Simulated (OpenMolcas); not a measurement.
O³⁺: CASPT2 settings compared

| Item | Value |
| --- | --- |
| Program | OpenMolcas |
| Basis | ANO-RCC-VDZP [3s2p1d] |
| Scalar Hamiltonian | DKH2, point nucleus |
| Active space | 3 electrons in 8 orbitals (2s 2p 3s 3p) |
| State averaging | 2S+1 = 2 odd, 11 roots; 2S+1 = 4 odd, 1 root kept (CI in the orbitals of an earlier block); 2S+1 = 2 even, 9 roots; 2S+1 = 4 even, 3 roots kept (CI in the orbitals of an earlier block) |
| Spin-orbit coupling | state interaction with AMFI integrals over the reference wave functions, term energies averaged over their components |

Methods on the same reference wave functions:
A. CASSCF
B. SS-CASPT2, IPEA 0.5 Eh, real shift 0.25 Eh (closed shells correlated: 1s)
C. XMS-CASPT2, IPEA 0.75 Eh, imaginary shift 0.1 Eh (closed shells correlated: 1s)
D. XMS-CASPT2, IPEA 0 Eh, imaginary shift 0.2 Eh (closed shells correlated: 1s)

Energies in eV above 2s² 2p ²P°_1/2, the measured ground level; measured values from Moore, Selected Tables of Atomic Spectra, NSRDS-NBS 3, section 10.

| Level | A | B | C | D | Measured |
| --- | --- | --- | --- | --- | --- |
| 2s² 2p ²P°_1/2 | 0.0000 | 0.0000 | 0.0000 | 0.0000 | 0.0000 |
| 2s² 2p ²P°_3/2 | 0.0391 | 0.0391 | 0.0391 | 0.0391 | 0.0478 |
| 2s 2p² ⁴P_1/2 | 8.7885 | 9.138 | 9.246 | 9.270 | 8.8574 |
| 2s 2p² ⁴P_3/2 | 8.8022 | 9.151 | 9.260 | 9.284 | 8.8736 |
| 2s 2p² ⁴P_5/2 | 8.8248 | 9.174 | 9.283 | 9.307 | 8.8965 |
| 2s 2p² ²D_3/2 | 16.7759 | 16.297 | 16.326 | 16.302 | 15.7398 |
| 2s 2p² ²D_5/2 | 16.7764 | 16.298 | 16.327 | 16.303 | 15.7381 |
| 2s 2p² ²S_1/2 | 20.8711 | 20.943 | 21.070 | 21.087 | 20.3788 |
| 2s 2p² ²P_1/2 | 24.1215 | 23.338 | 23.415 | 23.346 | 22.3768 |
| 2s 2p² ²P_3/2 | 24.1485 | 23.365 | 23.442 | 23.373 | 22.4069 |
| 2p³ ⁴S°_3/2 | 29.3810 | 29.606 | 29.735 | 29.747 | 28.7070 |
| 2p³ ²D°_3/2 | 33.6171 | 32.824 | 32.783 | 32.698 | 31.6389 |
| 2p³ ²D°_5/2 | 33.6175 | 32.824 | 32.784 | 32.698 | 31.6353 |

Deviations, from unrounded energies. A percentage is the sum of absolute deviations over the sum of measured energies, with the sign that they share, or ± where signs differ.

| Against measurement | Levels | A | B | C | D |
| --- | --- | --- | --- | --- | --- |
| mean absolute deviation (cm-1) | 12 | 7300 | 5200 | 5700 | 5500 |
| fine structure of the ground term (%) | 1 | -18.3 | -18.3 | -18.2 | -18.2 |
| other configurations (%) | 11 | ±5.1 | +3.6 | +3.9 | +3.8 |

B lies closest to measurement on these levels and A furthest from it. The largest miss of B in the table is 2p³ ²D°_5/2, by +9600 cm-1. The ranking rests on the paired levels alone, and a cruder setting can come out closer through cancelling errors.

Among B to D the level of the table that moves most is 2s 2p² ²S_1/2, by 1200 cm-1 (lowest in B, highest in D). Moves below CASPT2's spread within the term are not significant.

The lowest spin-free term lies below A's lowest term by 0.023 hartree in B, 0.027 hartree in C, 0.028 hartree in D.

CASPT2 does not keep the components of a term degenerate, so their means are used; among the terms shown or strongly mixed into the levels shown the widest spread is 350 cm-1 (2p³ ²D°, C). Terms from blocks run as CI alone lack orbitals of their own. Active for correlation alone: 3p 3s; no level in the range computed is led by a configuration that fills them, so any true level of that kind is missing. The basis is small and was not contracted for so high a charge. Computed and measured levels are paired by configuration, term and J; levels that our copy of the source lacks, or whose pairing is in doubt (as where it misses far off the trend of its configuration), stay unpaired and out of the deviations. Levels of configurations outside the active space are missing. Levels that lie high or do not pair safely by name in every column are left out.

° marks odd parity.
